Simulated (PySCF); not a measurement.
S4. Atoms are numbered in the order given.

```xyz
4

S      1.0381    -1.0381    -0.3134
S      1.0381     1.0381     0.3134
S     -1.0381     1.0381    -0.3134
S     -1.0381    -1.0381     0.3134
```
Charge 0, spin multiplicity 1.

Geometry optimised at B3LYP-D3(BJ)/def2-SVP.

All values below come from PBE0/pcSseg-2 (PySCF).

GIAO shieldings, no solvent; atoms alike by connectivity are averaged. δ = σ(ref) − σ: ³³S against H2S (σ = 711.3 ppm), references at their B3LYP-D3(BJ)/def2-TZVP geometries, non-relativistic.

Computed chemical shifts:
```json
[
 {"nucleus": "³³S", "atoms": "S1, S2, S3, S4", "count": "4", "δ (ppm)": "740.1"}
]
```
